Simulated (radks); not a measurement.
Valence configurations of In3+ (all share [Kr]). Calculated with a radial shooting solver on a logarithmic mesh with Libxc functionals: Dirac Kohn-Sham, PBEsol, spin-unpolarised, spherical densities, finite nucleus; open shells are shared between the two j in proportion to 2j + 1; Fermi nuclear charge, rms radius 4.6156 fm. Energies are relative to 4d10; eigenvalues in eV.

valence          E (eV)  e(4d3/2)  e(4d5/2)  e(5p1/2)  e(5p3/2)  e(5s1/2)
4d10              0.000   -48.395   -47.504         -         -         -
4d8 5p2          54.162   -60.803   -59.812   -29.876   -28.948         -
4d9 5p1          25.180   -54.603   -53.663   -27.548   -26.711         -
4d9 5s1          16.273   -53.339   -52.403         -         -   -35.128
4d8 5s1 5p1      44.722   -59.604   -58.618   -29.211   -28.296   -38.005
4d9.5 5s0.5       7.796   -50.853   -49.940         -         -   -34.038
4d9.5 5p0.5      12.125   -51.498   -50.583   -26.301   -25.508         -
4d9 5s0.5 5p0.5  20.717   -53.974   -53.036   -27.180   -26.348   -35.533
4d7.5 5s1.5 5p1  55.603   -62.136   -61.126   -30.005   -29.049   -39.003

NIST lists [Kr] 4d10 as the ground configuration; this level of theory agrees among the configurations tried. The energies are those of spherical spin-averaged densities, not of single terms.
